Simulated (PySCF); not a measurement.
H6OSi2, charge +1, doublet, geometry from GFN2-xTB (a state made from the parent by changing its charge; the spin is typed, not shown lowest). Base run: PySCF with HF/STO-3G.

Here is a job for PySCF.
```python
from pyscf import gto, scf

mol = gto.Mole()
mol.atom = '''
    Si    1.58968807   -0.31912383    0.11186273
    O     0.01128648    0.04259495   -0.05898121
    Si   -1.59905322    0.28377995   -0.06292207
    H     1.94507558   -0.84035872   -1.22785096
    H     2.21573731    1.02067942    0.19327172
    H     1.73660238   -1.21029802    1.25307240
    H    -2.17744350   -0.45342710    1.05068702
    H    -1.97801718   -0.12352865   -1.43555598
    H    -1.70113435    1.76098778   -0.04694370
'''
mol.basis = 'sto-3g'
mol.charge = 1
mol.spin = 1
mol.verbose = 4
mol.build()

mf = scf.UHF(mol)
mf.kernel()
mf.analyze()
```

The base run was repeated with changes; each row names its change, and settings that it needs were set with it.

| change | ΔE vs base (µEh) | SCF cycles | <S^2> | outcome |
|---|---|---|---|---|
| base | 0.0 | 12 | 0.759 | converged |
| damp = 0.5; diis_start_cycle = 5 | 0.0 | 14 | 0.759 | converged |
| conv_tol = 1e-4 | 0.1 | 8 | 0.759 | converged |
| conv_tol_grad = 1e-3 | 0.0 | 12 | 0.759 | converged |
| level_shift = 0.3 (with mf.max_cycle = 100) | 0.0 | 14 | 0.759 | converged |
| level_shift = 0.1 (with mf.max_cycle = 100) | 0.0 | 12 | 0.759 | converged |
| level_shift = 0.5 (with mf.max_cycle = 100) | 0.0 | 17 | 0.759 | converged |
| DIIS = EDIIS | - | 50 | - | not converged |
| conv_tol = 1e-12 | 0.0 | 14 | 0.759 | converged |
| conv_tol = 1e-6 | 0.0 | 9 | 0.759 | converged |
| diis = off; damp = 0.6 (with mf.diis_start_cycle = 200; with mf.max_cycle = 150) | 0.0 | 60 | 0.759 | converged |
| diis = off (with mf.max_cycle = 100) | 0.0 | 26 | 0.759 | converged |
| conv_tol = 1e-11 | 0.0 | 14 | 0.759 | converged |

Open shells are given as the SCF converged; they aren't shown to be the lowest states, and a large step between rows can be another state.
